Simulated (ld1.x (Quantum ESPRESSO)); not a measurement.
Varying the TM potential for P

Base potential:

phosphorus (P), norm-conserving Troullier–Martins (Kleinman–Bylander form), made with ld1.x (Quantum ESPRESSO) 7.5 (PBE, scalar-relativistic). Core [Ne], reference 3s2 3p3. Waves: 3s (bound): rc 1.50 bohr; 3p (bound): rc 1.75 bohr; 3d channel at 0.3 Ry: rc 1.80 bohr. Local part: all-electron potential smoothed inside 1.50 bohr (lloc = -2). Core correction: Bessel-smoothed model core inside 1.50 bohr.

Cutoffs, loose and tight: the cutoffs (Ry, on a coarse ladder) from which the occupation-weighted sum of valence levels, in a spherical-Bessel basis at the reference potential, stays within 10 and 1 mRy of its value at 400 Ry. They do not see the model core or the augmentation charge, which bear on the density cutoff. Test errors are all-electron minus pseudo excitation energies from the reference, over the configurations 3s2 3p2; 3s2 3p1; 3s2 3p0; 3s0 3p5; 3s1 3p0; 3s2 3p3.3; 3s2 3p2.5. A dash means not determined; rows that change the core or the reference have their own tests.

| change | outcome | cutoff, loose | cutoff, tight | bound ghosts | largest test error (meV) |
| --- | --- | --- | --- | --- | --- |
| base | generated | 21 Ry | 50 Ry | none | +225 |
| core correction none | generated | 21 Ry | 50 Ry | none | +232 |
| all radii but the core radius scaled by about 0.78 (s 1.16, p 1.36, d 1.40 bohr); local potential all-electron potential smoothed inside 1.16 bohr (lloc = -2) | generated | 60 Ry | 140 Ry | none | +233 |
| wave 3d channel at 0.3 Ry: rc 1.80 bohr becomes 3d channel at 0.3 Ry: rc 1.68 bohr | generated | 21 Ry | 50 Ry | none | +225 |
| reference 3s2 3p2 | generated | 21 Ry | 50 Ry | none | +50 |
| wave 3s (bound): rc 1.50 bohr becomes 3s (bound): rc 1.22 bohr | generated | 50 Ry | 110 Ry | none | +234 |
| wave 3d channel at 0.3 Ry: rc 1.80 bohr becomes 3d channel at 1.85 Ry: rc 1.80 bohr | generated | 21 Ry | 50 Ry | none | +225 |
| wave 3p (bound): rc 1.75 bohr becomes 3p (bound): rc 2.32 bohr | generated | 18 Ry | 50 Ry | none | +179 |

Problem. What comes out with this change to the base: local potential the p channel?

Solution. outcome: generated; cutoff, loose: 21 Ry; cutoff, tight: 50 Ry; bound ghosts: none; largest test error (meV): +188.

Problem. What comes out with this change to the base: local potential all-electron potential smoothed inside 0.98 bohr (lloc = -2)?

Solution. outcome: generated; cutoff, loose: 21 Ry; cutoff, tight: 50 Ry; bound ghosts: none; largest test error (meV): +266.
